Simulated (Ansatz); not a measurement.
`C[SiH](Cl)[SnH3]` + `[OH][GeH2][F]` → `C[SiH](F)Cl` + `[OH][GeH2][SnH3]` at 500 K and 1 bar (redistribution).

Gas-phase electronic energies from Ansatz, PBE0-D4/def2-TZVP geometries. CBS: MP2 limit from def2 TZ/QZ plus the TZ coupled-cluster correction, frozen cores. Elements past krypton have def2 core potentials. For Ge, Sn outer-core shells are correlated without core-valence functions, which leaves a few kJ/mol of doubt a bond. Scalar relativity is left out up to krypton. One conformer a species, not always the lowest.

```
           species  CCSD(T)/CBS energy (Eh)  H − E (kJ/mol)  S (J/(mol·K))
`C[SiH](Cl)[SnH3]`              -1005.19559           231.3          462.1
   `[OH][GeH2][F]`              -2252.93819           114.8          333.0
     `C[SiH](F)Cl`               -889.24457           169.6          369.4
`[OH][GeH2][SnH3]`              -2368.92338           176.8          427.0
```

H − E and S are ideal-gas, rigid-rotor, harmonic terms from PBE0-D4/def2-TZVP, for one conformer and one mirror image of each species. 1 Eh = 2625.50 kJ/mol, R = 8.31446 J/(mol·K).

Problem. By hand: ΔE, ΔH, ΔS and ΔG.

Solution. ΔE = (-889.24457) + (-2368.92338) − (-1005.19559) − (-2252.93819) = -0.03417 Eh = -89.7 kJ/mol. Δ(H − E) = 169.6 + 176.8 − 231.3 − 114.8 = 0.3, so ΔH = -89.4 kJ/mol. ΔS = 369.4 + 427.0 − 462.1 − 333.0 = 1.3 J/(mol·K). ΔG = -89.4 − 500 × (1.3)/1000 = -90.1 kJ/mol.

Problem. By hand: the equilibrium constant, and the temperature at which ΔG would vanish if ΔH and ΔS stayed fixed.

Solution. log₁₀ K = −ΔG/(RT ln 10) = 9.4. ΔH and −TΔS have one sign here, so there is no such temperature. One of them is within its doubt of zero, so this could turn.

The number of gas molecules stays the same, so ΔS is small and ΔH decides. A doubt of 5 kJ/mol in ΔE shifts log₁₀ K by 0.5 here. Other conformers and mirror images would add mixing entropy, several J/(mol·K) or more a flexible species. Modes under 60 cm⁻¹, often nearly free rotors, make the harmonic entropy too high. These are equilibria of isolated gas molecules and say nothing of rates. Largest T1 diagnostic: 0.013 (customary marks: 0.02 for closed shells, 0.045 for open ones).
